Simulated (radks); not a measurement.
All-electron atom: K2+ in [Ne] 3s2 3p4 6d1 (not the ground configuration). Method: scalar-relativistic Kohn-Sham, r2SCAN, spin-polarised, spherical densities, finite nucleus; open shells are filled with parallel spins first; meta-GGA in the generalised Kohn-Sham scheme; Fermi nuclear charge, rms radius 3.4349 fm; computed with a radial shooting solver on a logarithmic mesh with Libxc functionals.

Unscreened Slater integrals over Kohn-Sham orbitals (eV). They are taken over the spin-up orbitals.

\begin{tabular}{lr}
integral & value \\ \hline
F0(6d,6d) & 1.7818 \\
F2(6d,6d) & 0.93026 \\
F4(6d,6d) & 0.65615 \\
F0(6d,3p) & 2.6844 \\
F2(6d,3p) & 0.25818 \\
G1(6d,3p) & 0.11291 \\
G3(6d,3p) & 0.091370 \\
F0(6d,3s) & 2.6966 \\
G2(6d,3s) & 0.11203 \\
F0(6d,2p) & 2.8175 \\
F2(6d,2p) & 0.11044 \\
G1(6d,2p) & 0.081440 \\
G3(6d,2p) & 0.046309 \\
F0(3p,3p) & 19.046 \\
F2(3p,3p) & 9.7178 \\
F0(3p,3s) & 19.690 \\
G1(3p,3s) & 13.210 \\
F0(3p,2p) & 25.712 \\
F2(3p,2p) & 4.8521 \\
G0(3p,2p) & 1.9413 \\
G2(3p,2p) & 1.9784 \\
F0(3s,3s) & 20.411 \\
F0(3s,2p) & 26.992 \\
G1(3s,2p) & 2.1514 \\
F0(2p,2p) & 71.341 \\
F2(2p,2p) & 33.302 \\
\end{tabular}

Derived for the open shells (J is the average intra-shell exchange parameter used in DFT+U). 3p: J = F2/5 = 1.944 eV; in LS coupling 1D lies 6 F2/25 = 2.332 eV above 3P. 6d: Racah B = F2/49 - 5 F4/441 = 0.01155 eV, C = 35 F4/441 = 0.05208 eV, C/B = 4.51, F4/F2 = 0.705, J = (F2 + F4)/14 = 0.1133 eV.
